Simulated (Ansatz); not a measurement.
`[N]#[Sb]`, 2 atoms. Charge 0, multiplicity 1. Correlated methods include outer-core shells of Sb, which these sets cover unevenly. Sb: def2 effective core potential. All runs use 2 threads of an AMD EPYC 7R13 on a shared host. Correlated methods freeze the cores. Open-shell runs search over several starts.

(1) How many basis functions does each run have, and how long does it take in Ansatz? UKS r2SCAN-D4/def2-TZVPP energy of the cation; direct RPA on PBE orbitals/def2-TZVPP energy; RKS ωB97M-V/def2-TZVPP energy and forces; RHF-CCSD(T)/def2-SVP energy; RKS PBE0-D4/def2-QZVPP energy; RHF-CCSD(T)/def2-QZVPP energy; UKS ωB97M-V/def2-TZVPP energy of the cation; UHF-CCSD(T)/def2-TZVPP energy of the cation; RKS PBE0-D4/def2-TZVP frequencies; UKS B2PLYP (frozen core)/def2-TZVPP energy of the cation; UKS PBE0-D4/def2-TZVPP energy of the cation; RKS PBE0-D4/def2-SVP energy. (An estimate is asked.)

Results:

(1) The calculation gave: Other jobs shared the machine, so times are rough.

```tsv
level	job	functions	wall time	peak host memory (GiB)
RKS PBE0-D4/def2-SVP	energy	40	0.35 s	0.12
RKS PBE0-D4/def2-QZVPP	energy	139	1 s	0.22
direct RPA on PBE orbitals/def2-TZVPP	energy	81	1.1 s	0.16
RHF-CCSD(T)/def2-SVP	energy	40	1.8 s	0.13
RKS ωB97M-V/def2-TZVPP	energy and forces	81	2 s	0.18
UKS PBE0-D4/def2-TZVPP	energy of the cation	81	2.2 s	0.22
UKS r2SCAN-D4/def2-TZVPP	energy of the cation	81	5.5 s	0.2
RKS PBE0-D4/def2-TZVP	frequencies	81	6.5 s	0.16
UHF-CCSD(T)/def2-TZVPP	energy of the cation	81	9.5 s	0.41
UKS B2PLYP (frozen core)/def2-TZVPP	energy of the cation	81	13 s	0.23
UKS ωB97M-V/def2-TZVPP	energy of the cation	81	16 s	0.3
RHF-CCSD(T)/def2-QZVPP	energy	139	17 s	0.59
```
